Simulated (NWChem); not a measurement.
BeO; SMILES [O]=[Be]

Results from NWChem. Structure relaxed at the PBE0/def2-SVP level. Vertical excitations in the gas phase.

Task: Predict the results for PBE0/aug-cc-pVDZ, full TDDFT. Quantities: lowest excitation, singlet (eV); oscillator strength of that lowest state; lowest state with f > 0.02, singlet (eV); oscillator strength of that bright state; orbital gap (eV).

Result: 
```json
{
  "lowest excitation, singlet (eV)": "1.60",
  "oscillator_strength_of_that_lowest_state": "0.013",
  "lowest state with f > 0.02, singlet (eV)": "2.98",
  "oscillator_strength_of_that_bright_state": "0.024",
  "orbital gap (eV)": "3.34"
}
```
